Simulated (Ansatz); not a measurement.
Ansatz (a quantum-chemistry and plane-wave program) input (RPA@PBE/cc-pVTZ):

Ansatz 0.2 input:
```yaml
crystal:
  periodic: [false, false, false]
  atoms:
    - {symbol: B, position_ang: [0.18308052, 0.70831474, 0.31550774]}
    - {symbol: O, position_ang: [0.79037142, -0.42268342, -0.10073560]}
    - {symbol: C, position_ang: [2.20106780, -0.61933880, -0.04611196]}
    - {symbol: O, position_ang: [-1.14121390, 0.90585621, 0.26966425]}
    - {symbol: C, position_ang: [-2.03330011, -0.10109993, -0.24035034]}
    - {symbol: H, position_ang: [2.70447494, 0.25425610, 0.37003101]}
    - {symbol: H, position_ang: [2.56698800, -0.80512405, -1.05610584]}
    - {symbol: H, position_ang: [2.40823497, -1.49078137, 0.57531462]}
    - {symbol: H, position_ang: [-1.79715622, -0.32811627, -1.28053488]}
    - {symbol: H, position_ang: [-1.95594756, -1.01393904, 0.35127923]}
    - {symbol: H, position_ang: [-3.04186307, 0.29938109, -0.17017817]}
basis:
  gaussian:
    orbitals: cc-pVTZ
hamiltonian:
  xc: pbe
magnetization: {spin_polarized: true, initial_magnetization: 1}
correlation: {method: rpa, electrons: outside_noble_gas}
```

End of the output:

```
integrals: 0.55 GiB planned
1355 factors; integrals over basis functions are off by at most 1.3e-3 eV
mean field: 1.20 GiB planned
mean field evaluation 1: about -6924.6729 eV, gradient 5.4e1 eV
mean field evaluation 2: about -6924.6691 eV, gradient 5.4e1 eV
mean field evaluation 4: about -6935.0359 eV, gradient 1.8e1 eV
mean field evaluation 8: about -6936.2597 eV, gradient 4.2e-1 eV
mean field evaluation 16: about -6936.2583 eV, gradient 4.2e-4 eV
mean field -6936.25825100 eV, -254.9027891595 hartree, gradient 6.3e-6 eV, S^2 0.752810; 0 other end points of the search recorded, 0 dependent functions left out
5 core orbitals not correlated
reference -6903.50691595 eV, -253.6991997962 hartree; 15, 14 occupied and 214, 215 virtual orbitals, 1355 factors
Total energy: -6943.02943851 eV, -255.1516257107 hartree
```

It need not be the lowest isomer of its formula.
